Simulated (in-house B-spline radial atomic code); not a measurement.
Orbital energies and mean radii along the 48-electron series, configuration [Kr] 4d10 5s2. The effective charge is n√(-2ε), a non-relativistic measure. Computed with a B-spline radial code for spherical atoms: non-relativistic Hartree-Fock, average of the configuration, point nuclei.

This level leaves out relativity, spin-orbit splitting included, which matters for heavy ions.

```json
{"ion": "Cd", "Z": "48", "energy of 4s (Eh)": "-4.4505", "mean radius of 4s (bohr)": "0.91413", "energy of 4d (Eh)": "-0.76366", "mean radius of 4d (bohr)": "1.2521", "energy of 2p (Eh)": "-132.05", "mean radius of 2p (bohr)": "0.11733", "energy of 3d (Eh)": "-16.072", "mean radius of 3d (bohr)": "0.33349", "effective charge of 4s": "11.934"}
{"ion": "In+", "Z": "49", "energy of 4s (Eh)": "-5.2463", "mean radius of 4s (bohr)": "0.8812", "energy of 4d (Eh)": "-1.3319", "mean radius of 4d (bohr)": "1.1541", "energy of 2p (Eh)": "-139.44", "mean radius of 2p (bohr)": "0.11469", "energy of 3d (Eh)": "-17.859", "mean radius of 3d (bohr)": "0.32324", "effective charge of 4s": "12.957"}
{"ion": "Sn2+", "Z": "50", "energy of 4s (Eh)": "-6.1489", "mean radius of 4s (bohr)": "0.85013", "energy of 4d (Eh)": "-2.0026", "mean radius of 4d (bohr)": "1.0745", "energy of 2p (Eh)": "-147.13", "mean radius of 2p (bohr)": "0.11216", "energy of 3d (Eh)": "-19.802", "mean radius of 3d (bohr)": "0.31361", "effective charge of 4s": "14.027"}
{"ion": "Sb3+", "Z": "51", "energy of 4s (Eh)": "-7.142", "mean radius of 4s (bohr)": "0.82088", "energy of 4d (Eh)": "-2.7609", "mean radius of 4d (bohr)": "1.0078", "energy of 2p (Eh)": "-155.09", "mean radius of 2p (bohr)": "0.10975", "energy of 3d (Eh)": "-21.885", "mean radius of 3d (bohr)": "0.30454", "effective charge of 4s": "15.118"}
{"ion": "Te4+", "Z": "52", "energy of 4s (Eh)": "-8.2174", "mean radius of 4s (bohr)": "0.79337", "energy of 4d (Eh)": "-3.5996", "mean radius of 4d (bohr)": "0.95078", "energy of 2p (Eh)": "-163.33", "mean radius of 2p (bohr)": "0.10743", "energy of 3d (Eh)": "-24.101", "mean radius of 3d (bohr)": "0.29598", "effective charge of 4s": "16.216"}
{"ion": "I5+", "Z": "53", "energy of 4s (Eh)": "-9.3705", "mean radius of 4s (bohr)": "0.76753", "energy of 4d (Eh)": "-4.5147", "mean radius of 4d (bohr)": "0.90113", "energy of 2p (Eh)": "-171.83", "mean radius of 2p (bohr)": "0.10521", "energy of 3d (Eh)": "-26.445", "mean radius of 3d (bohr)": "0.28788", "effective charge of 4s": "17.316"}
{"ion": "Xe6+", "Z": "54", "energy of 4s (Eh)": "-10.598", "mean radius of 4s (bohr)": "0.74323", "energy of 4d (Eh)": "-5.5033", "mean radius of 4d (bohr)": "0.85731", "energy of 2p (Eh)": "-180.6", "mean radius of 2p (bohr)": "0.10308", "energy of 3d (Eh)": "-28.913", "mean radius of 3d (bohr)": "0.28022", "effective charge of 4s": "18.416"}
{"ion": "Cs7+", "Z": "55", "energy of 4s (Eh)": "-11.898", "mean radius of 4s (bohr)": "0.72038", "energy of 4d (Eh)": "-6.5636", "mean radius of 4d (bohr)": "0.81823", "energy of 2p (Eh)": "-189.62", "mean radius of 2p (bohr)": "0.10103", "energy of 3d (Eh)": "-31.504", "mean radius of 3d (bohr)": "0.27296", "effective charge of 4s": "19.512"}
{"ion": "Ba8+", "Z": "56", "energy of 4s (Eh)": "-13.268", "mean radius of 4s (bohr)": "0.69886", "energy of 4d (Eh)": "-7.6941", "mean radius of 4d (bohr)": "0.78305", "energy of 2p (Eh)": "-198.91", "mean radius of 2p (bohr)": "0.09906", "energy of 3d (Eh)": "-34.216", "mean radius of 3d (bohr)": "0.26606", "effective charge of 4s": "20.605"}
{"ion": "La9+", "Z": "57", "energy of 4s (Eh)": "-14.707", "mean radius of 4s (bohr)": "0.67857", "energy of 4d (Eh)": "-8.8936", "mean radius of 4d (bohr)": "0.75116", "energy of 2p (Eh)": "-208.45", "mean radius of 2p (bohr)": "0.097165", "energy of 3d (Eh)": "-37.047", "mean radius of 3d (bohr)": "0.25949", "effective charge of 4s": "21.694"}
{"ion": "Ce10+", "Z": "58", "energy of 4s (Eh)": "-16.215", "mean radius of 4s (bohr)": "0.65942", "energy of 4d (Eh)": "-10.161", "mean radius of 4d (bohr)": "0.72208", "energy of 2p (Eh)": "-218.25", "mean radius of 2p (bohr)": "0.09534", "energy of 3d (Eh)": "-39.997", "mean radius of 3d (bohr)": "0.25325", "effective charge of 4s": "22.779"}
{"ion": "Pr11+", "Z": "59", "energy of 4s (Eh)": "-17.791", "mean radius of 4s (bohr)": "0.64132", "energy of 4d (Eh)": "-11.497", "mean radius of 4d (bohr)": "0.6954", "energy of 2p (Eh)": "-228.31", "mean radius of 2p (bohr)": "0.093581", "energy of 3d (Eh)": "-43.064", "mean radius of 3d (bohr)": "0.24729", "effective charge of 4s": "23.86"}
{"ion": "Nd12+", "Z": "60", "energy of 4s (Eh)": "-19.433", "mean radius of 4s (bohr)": "0.62419", "energy of 4d (Eh)": "-12.899", "mean radius of 4d (bohr)": "0.67082", "energy of 2p (Eh)": "-238.62", "mean radius of 2p (bohr)": "0.091885", "energy of 3d (Eh)": "-46.248", "mean radius of 3d (bohr)": "0.24161", "effective charge of 4s": "24.937"}
{"ion": "Pm13+", "Z": "61", "energy of 4s (Eh)": "-21.142", "mean radius of 4s (bohr)": "0.60796", "energy of 4d (Eh)": "-14.367", "mean radius of 4d (bohr)": "0.64807", "energy of 2p (Eh)": "-249.19", "mean radius of 2p (bohr)": "0.090249", "energy of 3d (Eh)": "-49.548", "mean radius of 3d (bohr)": "0.23618", "effective charge of 4s": "26.01"}
```

Question: How does the screening of 4s change?

Answer: Z less the effective charge goes from 36.07 at Z = 48 to 34.99 at Z = 61.
